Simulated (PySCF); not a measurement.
Vertical excitations of a molecule C6H15F2NSi from PySCF with TDA-PBE0/def2-SVP, as energy in eV (oscillator strength): 6.90 (0.008), 7.34 (0.006), 7.76 (0.038), 8.11 (0.040), 8.30 (0.098), 8.57 (0.085). Lowest triplet (TDA): 6.64 eV. Geometry: B3LYP-D3(BJ)/def2-SVP. Other conformers were not sampled.

### Question
Identify the compound among the candidates.
A) CCCC[Si](F)(F)N(C)C
B) CC(C)N(C(C)C)[SiH](F)F
C) CN(C)[Si](F)(F)C(C)(C)C

### Answer
A, CCCC[Si](F)(F)N(C)C
